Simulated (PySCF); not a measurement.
Compound: (OMe)3Si-NH-SiH3, C₃H₁₃NO₃Si₂.
Bonds: Si1–O2, Si1–O4, Si1–O6, Si1–N8, O2–C3, O4–C5, O6–C7, N8–Si9. Hydrogens: H10, H11, H12 on C3; H13, H14, H15 on C5; H16, H17, H18 on C7; H19 on N8; H20, H21, H22 on Si9.

A linear-response calculation (PySCF, def2-SVPD basis, gas phase, vertical, core orbitals frozen in the response) gave these numbers; the functional is withheld.

Orbital energies (eV): HOMO-3 -10.05, HOMO-2 -9.82, HOMO-1 -9.62, HOMO -8.95, LUMO 0.92, LUMO+1 1.44, LUMO+2 1.59.

```csv
state,E (eV),f,"main configurations (H = HOMO, L = LUMO)"
S1,6.64,0.0076,"H→L (78%), H→L+2 (8%)"
S2,7.62,0.020,"H→L+1 (56%), H→L+5 (9%), H→L (9%)"
S3,7.69,0.0020,"H-1→L (60%), H-1→L+2 (9%)"
S4,7.76,0.0017,"H→L+5 (37%), H→L+4 (15%), H→L+1 (10%)"
S5,7.86,0.0065,"H-2→L (46%), H→L+5 (17%), H→L+3 (10%)"
S6,8.04,0.0069,"H-3→L (43%), H→L+3 (11%)"
```

Triplets, Tamm–Dancoff:

```csv
state,E (eV),λ (nm),"main configurations (H = HOMO, L = LUMO)"
T1,6.31,196.3,"H→L (69%), H→L+1 (10%), H→L+2 (9%)"
T2,7.34,168.9,"H→L+1 (43%), H→L+5 (21%), H→L (11%)"
T3,7.52,164.9,"H-1→L (58%), H-1→L+2 (10%)"
T4,7.58,163.5,"H→L+5 (36%), H→L+1 (19%), H→L+4 (17%)"
```

Vertical ionisation energy by ΔSCF with the same functional: 9.59 eV. Mean static polarisability: 104.2 au.

Question: Which of these was used?
A. HF
B. CAM-B3LYP
C. B3LYP
D. PBE

Answer: B. CAM-B3LYP is range-separated, 19% exact exchange at short range and 65% at long range (ω = 0.33 bohr⁻¹). In this run −ε(HOMO) = 8.95 eV differs from the ΔSCF value by -0.64 eV, and S1 differs from the orbital gap of 9.87 eV by -3.23 eV. The ratio −ε(HOMO)/IP is 0.93. Small neutral molecules mostly give 0.85 to 0.93 with CAM-B3LYP, 0.5 to 0.7 with PBE, 0.67 to 0.83 with B3LYP; Hartree–Fock can't fall below 1, since the ion's relaxation only lowers the ΔSCF value.

Method: TDDFT CAM-B3LYP/def2-SVPD, vertical, gas phase, core orbitals frozen in the response in PySCF 2.14.0, density-fitted response routines. Isolated species at its PBE0-D3(BJ)/def2-SVP geometry (one conformer only).
